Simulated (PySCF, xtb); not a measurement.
2-(4-methylthiophen-2-yl)pyridine (C10H9NS), SMILES Cc1csc(-c2ccccn2)c1.

GFN2-xTB (xtb) at its own geometry gives an orbital gap of 2.67 eV and a dipole moment of 2.60 D.

Geometry optimised at PBE0-D3(BJ)/def2-SVP. The values are those of a single conformer.

Problem. What does PySCF with r2SCAN/def2-SVP give? (The exact figures need the calculation; the answer reports its results.)

Solution. gap 3.42 eV (levels -5.45 and -2.03 eV), dipole 2.22 D.
